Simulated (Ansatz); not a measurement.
`FB(Cl)[SeH]` and `[F][In]([Cl])[SeH]` differ in one element.

Ansatz, PBE0-D4/def2-TZVP geometries, multiplicity 1. Each molecule was computed in one conformer, which needn't be the lowest.

Elements past krypton have def2 core potentials. Scalar relativity is left out up to krypton.

| property | `FB(Cl)[SeH]` |
| --- | --- |
| LUMO energy (ωB97M-V/def2-TZVPP) / eV | 1.30 |
| size of the dipole moment (PBE/def2-TZVPP) / D | 1.13 |
| LUMO energy (PBE/def2-TZVPP) / eV | -1.73 |
| HOMO energy (ωB97M-V/def2-TZVPP) / eV | -9.97 |
| HOMO–LUMO gap (PBE/def2-TZVPP) / eV | 4.96 |
| HOMO–LUMO gap (PBE0/def2-TZVPP) / eV | 7.05 |

Task: What does the change do to each property? (An estimate is asked.)

Result: The calculation gave: 
```json
{"property": "LUMO energy (ωB97M-V/def2-TZVPP) / eV", "`[F][In]([Cl])[SeH]`": "-0.66", "shift": "-1.96"}
{"property": "size of the dipole moment (PBE/def2-TZVPP) / D", "`[F][In]([Cl])[SeH]`": "2.39", "shift": "1.26"}
{"property": "LUMO energy (PBE/def2-TZVPP) / eV", "`[F][In]([Cl])[SeH]`": "-3.41", "shift": "-1.68"}
{"property": "HOMO energy (ωB97M-V/def2-TZVPP) / eV", "`[F][In]([Cl])[SeH]`": "-10.16", "shift": "-0.19"}
{"property": "HOMO–LUMO gap (PBE/def2-TZVPP) / eV", "`[F][In]([Cl])[SeH]`": "3.44", "shift": "-1.52"}
{"property": "HOMO–LUMO gap (PBE0/def2-TZVPP) / eV", "`[F][In]([Cl])[SeH]`": "5.45", "shift": "-1.60"}
```

With PBE0 the HOMO falls by 0.17 eV and the LUMO falls by 1.77 eV, so the gap narrows by about 1.60 eV. PBE moves the HOMO by -0.16 eV and ωB97M-V by -0.19 eV. Dipoles are sizes alone; their direction can turn.

Spin–orbit coupling is left out; it splits and shifts lone-pair levels of the heavy atoms by tenths of an eV.
